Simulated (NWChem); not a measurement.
Program: NWChem. System: H$_{4}$AlClS, charge 0, spin multiplicity 1, at a geometry optimised with B3LYP/def2-SVP. The structure started from a generated list of species. Level: CR-CCSD(T)/def2-SVP, 15 core orbitals frozen.

Output (cleaned and shortened):

```
             Northwest Computational Chemistry Package (NWChem) 7.3.0
             --------------------------------------------------------

                                NWChem Input Module
                                -------------------

 Scaling coordinates for geometry "geometry" by  1.889725989
 (inverse scale =  0.529177249)

                             Geometry "geometry" -> ""
                             -------------------------

 Output coordinates in angstroms (scale by  1.889725989 to convert to a.u.)

  No.       Tag          Charge          X              Y              Z
 ---- ---------------- ---------- -------------- -------------- --------------
    1 Al                  13.0000    -0.68411700    -0.72179500    -0.49266500
    2 H                    1.0000    -0.35348200    -2.22473700    -0.12309500
    3 H                    1.0000    -2.15621400    -0.16124500    -0.64546200
    4 Cl                  17.0000     0.84621900     0.34503000    -1.56030400
    5 S                   16.0000    -0.24531500     0.26496900     1.89369700
    6 H                    1.0000     1.09946900     0.10235200     1.88632900
    7 H                    1.0000    -0.15692700     1.56195200     1.51290200

 Effective nuclear repulsion energy (a.u.)     178.9792426238

            Nuclear Dipole moment (a.u.)
            ----------------------------
        X                 Y               Z
 ---------------- ---------------- ----------------
     0.0000151178     0.0000018897     0.0000245664


 Summary of "ao basis" -> "" (spherical)
 ------------------------------------------------------------------------------
       Tag                 Description            Shells   Functions and Types
 ---------------- ------------------------------  ------  ---------------------
 *                          def2-svp                  on all atoms

 Summary of "ao basis" -> "ao basis" (spherical)
 ------------------------------------------------------------------------------
       Tag                 Description            Shells   Functions and Types
 ---------------- ------------------------------  ------  ---------------------
 Al                         def2-svp                 8       18   4s3p1d
 H                          def2-svp                 3        5   2s1p
 Cl                         def2-svp                 8       18   4s3p1d
 S                          def2-svp                 8       18   4s3p1d
[...]
     1   0 0 1      1.448055      0.000000      0.000025

     2   2 0 0    -32.730214      0.000000     90.091592
     2   1 1 0     -0.183132      0.000000     40.511206
     2   1 0 1      2.659094      0.000000    -79.369047
     2   0 2 0    -31.244510      0.000000     61.942192
     2   0 1 1      2.601543      0.000000     22.973654
     2   0 0 2    -30.522749      0.000000    386.385468

                   NWChem Extensible Many-Electron Theory Module
                   ---------------------------------------------


            General Information
            -------------------
      Number of processors :     1
         Wavefunction type : Restricted Hartree-Fock
          No. of electrons :    50
           Alpha electrons :    25
            Beta electrons :    25
           No. of orbitals :   148
            Alpha orbitals :    74
             Beta orbitals :    74
        Alpha frozen cores :    15
         Beta frozen cores :    15
     Alpha frozen virtuals :     0
      Beta frozen virtuals :     0
         Spin multiplicity : singlet
    Number of AO functions :    74
       Number of AO shells :    36
        Use of symmetry is : off
      Symmetry adaption is : off
         Schwarz screening : 0.10D-09

          Correlation Information
          -----------------------
          Calculation type : Coupled-cluster singles & doubles w/ perturbation
   Perturbative correction : Completely renormalized (T)
            Max iterations :      100
        Residual threshold : 0.10D-05
     T(0) DIIS level shift : 0.00D+00
     L(0) DIIS level shift : 0.00D+00
     T(1) DIIS level shift : 0.00D+00
     L(1) DIIS level shift : 0.00D+00
     T(R) DIIS level shift : 0.00D+00
     T(I) DIIS level shift : 0.00D+00
   CC-T/L Amplitude update :  5-th order DIIS
                I/O scheme : Global Array Library
        L-threshold :  0.10D-05
        EOM-threshold :  0.10D-05
 no EOMCCSD initial starts read in
 TCE RESTART OPTIONS
 SLICE:      F
 D4D5:       F
 quantumc:   F
 qrotation:  F
 pwtce:      F
 qducc:      F
 nacto:                         0
 nrotv:                         0
 nrot:                          0

            Memory Information
            ------------------
          Available GA space size is     249031324 doubles
          Available MA space size is     104854516 doubles

 Maximum block size supplied by input
 Maximum block size        24 doubles

 tile_dim =     17

 -------------------------------------------------

 Global array virtual files algorithm will be used

 Parallel file system coherency ......... OK

 4-electron integrals stored in orbital form

 v2    file size   =          2659339
 4-index algorithm nr.  13 is used
 imaxsize =       30
 imaxsize ichop =        0


CCSD iterations
 ---------------------------------------------------------
 Iter          Residuum       Correlation     Cpu    Wall
 ---------------------------------------------------------
    1   0.1491191673294  -0.3473563441144     0.8     0.8
    2   0.0419002813543  -0.3852233509373     0.8     0.8
    3   0.0144891099287  -0.3929363497942     0.7     0.7
    4   0.0055325721969  -0.3951658496494     0.8     0.8
    5   0.0022682816185  -0.3959189625088     0.7     0.7
    6   0.0003932395366  -0.3963691033517     0.7     0.7
    7   0.0001646129857  -0.3963589639182     0.7     0.7
    8   0.0000802964520  -0.3963625170344     0.9     0.9
    9   0.0000424910060  -0.3963633053712     0.7     0.7
   10   0.0000226215848  -0.3963640435125     0.7     0.7
   11   0.0000047718425  -0.3963648211840     0.9     0.9
   12   0.0000020748127  -0.3963648701019     0.7     0.7
   13   0.0000010393029  -0.3963649387957     0.8     0.8
   14   0.0000005468675  -0.3963649628951     0.8     0.8
 -----------------------------------------------------------------
 Iterations converged
 CCSD correlation energy / hartree =        -0.396364962895149
 CCSD total energy / hartree       =     -1101.399967002560516

 Singles contributions

 Doubles contributions
 CR-CCSD(T)

 CR-CCSD[T]  correction energy / hartree =        -0.006459147389341
 CR-CCSD[T] correlation energy / hartree =        -0.402824110284490
 CR-CCSD[T] total energy / hartree       =     -1101.406426149949766
 CR-CCSD(T)  correction energy / hartree =        -0.006307884285531
 CR-CCSD(T) correlation energy / hartree =        -0.402672847180680
 CR-CCSD(T) total energy / hartree       =     -1101.406274886845949

 Task  times  cpu:      121.2s     wall:      121.2s

 Total times  cpu:      121.2s     wall:      121.2s
```

**Question.** Write an NWChem input that would produce this output.

**Answer.** This is not unique; one that fits is 
```
start mol
memory heap 100 mb stack 700 mb global 1900 mb
geometry units angstroms nocenter noautoz noautosym
  Al    -0.684117    -0.721795    -0.492665
  H     -0.353482    -2.224737    -0.123095
  H     -2.156214    -0.161245    -0.645462
  Cl     0.846219     0.345030    -1.560304
  S     -0.245315     0.264969     1.893697
  H      1.099469     0.102352     1.886329
  H     -0.156927     1.561952     1.512902
end
basis spherical
  * library def2-svp
end
scf
  rhf
  nopen 0
  maxiter 100
  thresh 1e-7
  semidirect memsize 60000000 filesize 0
end
tce
  freeze core 15
  cr-ccsd(t)
  2eorb
  2emet 13
  thresh 1e-6
  maxiter 100
  tilesize 24
end
task tce energy
```
